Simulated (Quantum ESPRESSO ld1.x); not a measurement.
Q: The mean radii <r> (bohr) of the occupied orbitals of an atom or ion are listed with their occupations. All-electron calculation, non-relativistic Kohn-Sham, LDA (Slater exchange, Perdew-Zunger correlation), spin-polarised, spherical densities, point nucleus. Program: ld1.x of Quantum ESPRESSO 7.5.

orbital  occ.      <r>
1s down     1  0.02166
1s up       1  0.02166
2s up       1  0.09178
2s down     1  0.09178
2p up       3  0.07768
2p down     3  0.07768
3s up       1   0.2346
3s down     1   0.2345
3p up       3   0.2244
3p down     3   0.2244
3d up       5   0.1975
3d down     5   0.1975
4s up       1   0.5268
4s down     1   0.5269
4p up       3   0.5365
4p down     3   0.5366
4d up       5   0.5609
4d down     5   0.5611
5s up       1    1.286
5s down     1    1.288
5p up       3    1.434
5p down     3    1.437
4f up       7   0.7014
4f down     6   0.7049

Name the element and its charge. Open shells, if any, are filled with parallel spins first.

A: Z = 70, ytterbium, charge +3: Yb3+ in [Xe] 4f13. The 1s radius gives Z: for a bare nucleus <r> = 1.5/Z, 0.02143 bohr for Z = 70, and screening makes it slightly larger (0.02166 here). The occupations add up to 67, and the charge is Z minus that.
